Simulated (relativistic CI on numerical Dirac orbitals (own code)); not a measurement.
## Ti XX: q coefficients and field-shift factors

Method of calculation: Dirac-Coulomb-Breit CI, separate exchange-only KLI orbitals for each configuration, derivatives by finite differences, unscaled Slater integrals, QED left out (own radial code, finite nucleus).

Configurations in the expansion (outside the closed core 1s2): 2s, 2p, 3s, 3p, 3d. Levels of other configurations are missing.

With x = (α/α₀)² − 1 an excitation energy changes as ω = ω₀ + qx; K = 2q/ω₀ is the relative enhancement. Terms are leading LS components, so labels can repeat. The field-shift factor is F = δν/δ⟨r²⟩ for the transition from the lowest level.

Lowest level 2s ²S1/2.

```csv
Level,ω₀ (cm⁻¹),q (cm⁻¹),F (GHz/fm²)
2p ²P°1/2,326958,11620,-48
2p ²P°3/2,388809,74370,-48.1
3s ²S1/2,6466343,56380,-30.4
3p ²P°1/2,6557061,59500,-44.3
3p ²P°3/2,6575305,78020,-44.3
3d ²D3/2,6608852,77460,-43.8
3d ²D5/2,6614631,83260,-43.8
```

At this charge energies of transitions that change n are usually good to better than 1 %, and those within a shell (Δn = 0) to a few per cent.

(1) Which transition from the lowest level has the largest |K|?

Answers

(1) 2p ²P°3/2 at 388809 cm⁻¹, K = 0.383.
